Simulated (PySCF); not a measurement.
Fill in the blanks.

Compound: [GeF3]- (charge -1).
SMILES: `[F][Ge-]([F])[F]`

```tsv
property	level	value
point group	PBE0-D3(BJ)/def2-SVP	C3v
rotational constants A, B, C	PBE0-D3(BJ)/def2-SVP	?
HOMO energy	B3LYP/pcSseg-1 (pcSseg-2 on Ge)	?
LUMO energy	B3LYP/pcSseg-1 (pcSseg-2 on Ge)	?
isotropic shieldings of nuclei other than C and H, by class	GIAO B3LYP/pcSseg-1 (pcSseg-2 on Ge)	?
```

Gas-phase values; electronic properties from PySCF, density fitting. Isolated species at its PBE0-D3(BJ)/def2-SVP geometry, gas phase. Relativistic effects, spin–orbit coupling among them, are left out although an element past zinc is present. Atoms bound to Ge lack the heavy atom's spin–orbit term in their shielding, so their NMR values are less reliable. No diffuse functions stand in pcSseg-1 (pcSseg-2 on Ge), which bears on an anion's orbital energies.

(1) What are the rotational constants A, B, C?

(2) Give the HOMO energy.

(3) Give the LUMO energy.

(4) What are the isotropic shieldings of nuclei other than C and H, by class?

## Answers

(1) 5.245, 5.230, 3.724 GHz.

(2) -1.12 eV.

(3) 5.57 eV.

(4) 240 (3 F), 1424 (1 Ge) ppm.

The rotational constants are those of an oblate symmetric top; the small spread among constants that symmetry makes equal is optimisation noise. With B = h/(8π²I), that is 505.379 GHz u Å² over I, the principal moments of inertia are 96.4, 96.6 and 135.7 u Å² (most abundant isotopes).
